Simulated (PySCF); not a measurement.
C2H10O2Si2, SMILES O([SiH2]COC)[SiH3] (GFN2-xTB optimised geometry):

```
16

C      3.205    -1.914     0.000
O      1.802    -1.914     0.000
C      1.246    -0.613     0.000
Si    -0.644    -0.837     0.003
O     -1.286     0.651    -0.019
Si    -2.386     1.841    -0.074
H      3.522    -2.956     0.001
H      3.602    -1.412    -0.891
H      3.602    -1.410     0.891
H      1.598    -0.056     0.881
H      1.596    -0.056    -0.882
H     -1.087    -1.497     1.230
H     -1.085    -1.542    -1.200
H     -1.763     2.956     0.636
H     -3.602     1.372     0.586
H     -2.622     2.137    -1.485
```

Level of theory: B3LYP/def2-TZVP in PySCF 2.14.0.

Question: What are the frontier orbital energies and the dipole moment?

Answer: HOMO-2 -8.32 eV, HOMO-1 -8.01 eV, HOMO -7.30 eV, LUMO -0.26 eV, LUMO+1 0.63 eV; dipole moment 1.16 D.

Meta-Löwdin charges at B3LYP/def2-TZVP: C1 -0.11, O2 -0.40, C3 -0.24, Si4 0.94, O5 -0.85, Si6 0.80, H7 0.12, H8 0.09, H9 0.09, H10 0.09, H11 0.09, H12 -0.13, H13 -0.13, H14 -0.12, H15 -0.13, H16 -0.13.
